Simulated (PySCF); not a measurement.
Level of theory: PBE-D3(BJ)/def2-TZVP // B3LYP-D3(BJ)/def2-SVP (PySCF 2.14.0). Isolated molecules, 0 K electronic values unless said otherwise. One relaxed conformer stands for a flexible species; it need not be the lowest. Excitations are Tamm–Dancoff values on a coarser integration grid. The basis has no diffuse functions, so Rydberg states are missing or too high.

Reference species (SMILES): `C[CH2][Sn]([OH])([OH])[OH]` (neutral, multiplicity 1).

```yaml
T1 excitation (TDA): 4.42 eV
HOMO: -6.60 eV
```

Changed species: `[OH][Sn]([OH])([OH])[OH]` (0 of 4 OH replaced by C2H5; the reference has 1 of 4 OH replaced by C2H5).

Task: Predict the effect on the T1 excitation (TDA) and HOMO.

Result: the T1 excitation (TDA) falls by 0.18 eV, to 4.24 eV; the HOMO falls by 0.76 eV, to -7.36 eV.
